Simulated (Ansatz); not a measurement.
Reaction (SMILES): BN (BH2-NH2) → B[NH-] + H+
B3LYP-D3(BJ)/def2-TZVP geometries, fixed; electronic energies without zero-point terms.
Largest species:
```xyz
6

B     -0.7766     0.0323    -0.0041
N      0.6098    -0.0254     0.0032
H     -1.3984    -0.9854    -0.0254
H     -1.3119     1.0982     0.0110
H      1.1972     0.7922     0.0209
H      1.1274    -0.8889    -0.0085
```
Charge 0, spin multiplicity 1.

Basis-set convergence of the deprotonation energy at PBE0 with Ansatz (a quantum-chemistry and plane-wave program). Cartesian d functions, on some or all atoms, in 6-31G*, 6-31+G*; all else is spherical. The program fits the integrals of some runs and decomposes those of others, by size. The proton leaves the site shown, which need not be the most acidic. No added dispersion term, no relativity. Functions are those of the species that has most. Reference: the value in aug-pcseg-3, 389.58 kcal/mol, itself unsure by roughly 0.09 kcal/mol (its mean distance from aug-cc-pVQZ, def2-QZVPPD). Deviations are taken from unrounded values.

| basis | functions | deprotonation energy (kcal/mol) |
|---|---|---|
| 6-31G* | 38 | 400.00 |
| 6-31+G* | 46 | 388.13 |
| cc-pVDZ | 48 | 396.63 |
| aug-cc-pVDZ | 82 | 387.45 |
| def2-SVP | 48 | 396.94 |
| def2-SVPD | 72 | 390.30 |
| pcseg-1 | 48 | 391.87 |
| aug-pcseg-1 | 82 | 386.79 |
| 6-311G** | 60 | 395.31 |
| 6-311+G** | 68 | 389.30 |
| def2-TZVP | 86 | 391.36 |
| def2-TZVPD | 110 | 389.49 |
| cc-pVTZ | 116 | 393.02 |
| aug-cc-pVTZ | 184 | 389.36 |
| pcseg-2 | 116 | 390.76 |
| aug-pcseg-2 | 184 | 389.51 |
| def2-TZVPP | 118 | 391.74 |
| def2-TZVPPD | 142 | 389.90 |
| cc-pVQZ | 230 | 391.25 |
| aug-cc-pVQZ | 344 | 389.52 |
| def2-QZVPP | 234 | 390.36 |
| def2-QZVPPD | 258 | 389.70 |
| pcseg-3 | 252 | 389.77 |
| aug-pcseg-3 | 366 | 389.58 |

What the diffuse functions change, pair by pair:
- 6-31G* to 6-31+G*: 8 more functions, deviation 10.43 to -1.44 kcal/mol
- cc-pVDZ to aug-cc-pVDZ: 34 more functions, deviation 7.05 to -2.13 kcal/mol
- def2-SVP to def2-SVPD: 24 more functions, deviation 7.37 to 0.73 kcal/mol
- pcseg-1 to aug-pcseg-1: 34 more functions, deviation 2.29 to -2.79 kcal/mol
- 6-311G** to 6-311+G**: 8 more functions, deviation 5.73 to -0.28 kcal/mol
- def2-TZVP to def2-TZVPD: 24 more functions, deviation 1.78 to -0.09 kcal/mol
- cc-pVTZ to aug-cc-pVTZ: 68 more functions, deviation 3.45 to -0.22 kcal/mol
- pcseg-2 to aug-pcseg-2: 68 more functions, deviation 1.18 to -0.07 kcal/mol
- def2-TZVPP to def2-TZVPPD: 24 more functions, deviation 2.16 to 0.32 kcal/mol
- cc-pVQZ to aug-cc-pVQZ: 114 more functions, deviation 1.67 to -0.05 kcal/mol
- def2-QZVPP to def2-QZVPPD: 24 more functions, deviation 0.79 to 0.12 kcal/mol
- pcseg-3 to aug-pcseg-3: 114 more functions, deviation 0.19 to 0.00 kcal/mol

Leaving out the reference's own pair, they bring the value nearer the reference by more than 0.09 kcal/mol in 10 of 11 pairs.
